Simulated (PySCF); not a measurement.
A calculated (LDA, PySCF 2.14, def2-TZVPPD, the non-relativistic Hamiltonian (point nucleus)) atom or ion has these occupied shells.

```tsv
shell	electrons	orbital energy (eV)	rms radius, mean of both spins (bohr)
1s α	1	-381.93	0.269
1s β	1	-379.88	0.269
2s α	1	-20.331	1.44
2p α	3	-8.997	1.66
2p β	1	-4.986	1.66
```

Question: Name the element and its charge.

Answer: N (nitrogen, neutral), in [He] 2s1 2p4, high-spin 4P determinant (an excited configuration).
